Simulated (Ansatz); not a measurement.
A geometry relaxed with Ansatz (a program for electronic structure) with B3LYP-D3(BJ)/def2-TZVP, charge 0, multiplicity 1:

```xyz
7

Ga     0.0001     0.0000    -0.0006
O     -1.3151    -1.1866    -0.2168
H     -1.0120    -2.1001    -0.1935
O      1.6785    -0.5605     0.2299
H      2.3093     0.1589     0.3375
O     -0.3634     1.7471    -0.0130
H     -1.2974     1.9412    -0.1435
```

Write the SMILES of this molecule.

`[OH][Ga]([OH])[OH]`
